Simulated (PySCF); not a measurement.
## Steps of a relaxation of NdF3(H2O)

NdF3(H2O) (singlet in the valence; each metal's 4f electrons, 3 of them, lie in its core potential, out of spins and levels). PySCF 2.14.0, RKS PBE0, Nd lcecp-1-SVP with ECP49, F def2-SVP, O def2-SVP, H def2-SVP; non-relativistic Hamiltonian with scalar-relativistic core potentials where named; density fitting; no spin-orbit coupling. Origin of the start: template. Columns: position (Å) and force (eV/Å). Energies are counted from the last step; some of the 9 steps are shown. Forces carry noise of the integration grid, about 0.01 to 0.03 eV/Å.

Run from Python with OMP_NUM_THREADS=2. Where DIIS fails, smearing, a level shift and second-order steps follow.
It took 27 s on 2 threads of Arm Neoverse V2 (shared host), from the converged density of the start.

```xyz
7
step 0  E = 0.254 eV
Nd    0.0153   -0.0153    0.0153     1.13   -1.13    1.13
F     1.2578    1.2272    1.2578    -0.92   -0.66   -0.88
F    -1.2272   -1.2578    1.2578     0.69    0.90   -0.90
F     1.2578   -1.2578   -1.2272    -0.92    0.88    0.66
O    -1.4411    1.4411   -1.4411    -0.18    0.19   -0.19
H    -1.7817    2.3262   -1.2372     0.10   -0.18    0.02
H    -1.7817    1.2372   -2.3262     0.10   -0.02    0.18
```

```xyz
7
step 3  E = 0.023 eV
Nd    0.0595   -0.0553    0.0553     0.06   -0.05    0.05
F     1.1828    1.2553    1.2002     0.03    0.16    0.05
F    -1.2394   -1.1943    1.1943    -0.15   -0.05    0.05
F     1.1828   -1.2002   -1.2553     0.03   -0.05   -0.16
O    -1.4006    1.4110   -1.4110     0.02   -0.02    0.02
H    -1.7431    2.2877   -1.1968     0.00    0.01    0.01
H    -1.7431    1.1968   -2.2877     0.00   -0.01   -0.01
```

```xyz
7
step 5  E = 0.001 eV
Nd    0.0934   -0.0866    0.0866    -0.04    0.04   -0.04
F     1.1443    1.3426    1.1786    -0.01   -0.01   -0.01
F    -1.3094   -1.1717    1.1717     0.00    0.00    0.00
F     1.1443   -1.1786   -1.3426    -0.01    0.01    0.01
O    -1.3604    1.3797   -1.3797     0.04   -0.04    0.04
H    -1.7067    2.2540   -1.1615     0.01   -0.01    0.00
H    -1.7067    1.1615   -2.2540     0.01    0.00    0.01
```

Task: Where does the relaxation end?

Result: It converges at step 8 in Cs:
```xyz
7
step 8  E = 0
Nd    0.0888   -0.0889    0.0889
F     1.1286    1.3619    1.1628
F    -1.3219   -1.1694    1.1694
F     1.1286   -1.1628   -1.3619
O    -1.3495    1.3658   -1.3658
H    -1.6879    2.2439   -1.1506
H    -1.6879    1.1506   -2.2439
```

Task: How did the contacts change?

Result: 
```csv
contact,start (Å),end (Å)
Nd1–F2 (F),2.152,2.083
Nd1–F3 (F),2.152,2.080
Nd1–F4 (F),2.152,2.083
Nd1–O5 (H2O),2.523,2.510
```


An lcecp potential fixes the number of 4f electrons, so in runs with it no electron can move into or out of that shell.
